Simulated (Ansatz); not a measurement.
FeGe₁₀, relaxed as a singlet with RKS PBE-D4/def2-SVP in Ansatz, starting from the GFN1-xTB geometry. Force threshold 0.03 eV/Å.

The restricted singlet is unstable towards broken spin symmetry in Hartree–Fock (as tested in another run); at PBE-D4/def2-SVP this wasn't settled. Another isomer (singlet) lies 0.77 eV lower at PBE0-D4/def2-TZVP; other spin states weren't run for this one.

Start:

Cartesian coordinates in Å:
```
Fe -0.463 0.393 0.296
Ge 1.097 1.924 -0.768
Ge -1.161 1.617 -1.835
Ge 1.764 -0.429 -0.359
Ge 0.200 -0.328 -2.285
Ge 1.684 -2.740 0.588
Ge 0.391 -1.153 1.872
Ge -0.383 -2.011 -0.568
Ge -0.175 2.479 1.301
Ge -0.733 0.699 2.765
Ge -2.221 -0.450 -1.006
```

(1) Estimate the energy that the relaxation releases and the steps that it takes.

(2) Does the start keep its bonding and symmetry?

(3) Predict the relaxed structure.

## Answers

(1) 20.7 kcal/mol, in 7 steps; 26 s on 2 threads of AMD EPYC 7R13 on a shared host and a share (18 GiB) of an NVIDIA H100 80GB HBM3. No frequencies were taken in this run, so the end may be a saddle point.

(2) By distances, no bond broke or formed. The bond that changes most is Fe1–Ge3, from 2.55 to 2.81 Å (atoms count from 1).

(3) 
```xyz
11

Fe   -0.3330    0.4097    0.3585
Ge    1.2650    1.9233   -0.8952
Ge   -1.2112    1.7725   -1.9305
Ge    1.8722   -0.4833   -0.3533
Ge    0.1422   -0.2903   -2.3416
Ge    1.8558   -2.8835    0.6452
Ge    0.4278   -1.2111    1.9029
Ge   -0.3730   -2.0942   -0.6094
Ge   -0.3593    2.5356    1.1909
Ge   -0.9884    0.5797    2.7065
Ge   -2.2980   -0.2583   -0.6741
```
Bond lengths: 17 × Ge–Ge 2.42 to 2.87 Å; 9 × Fe–Ge 2.28 to 2.83 Å.
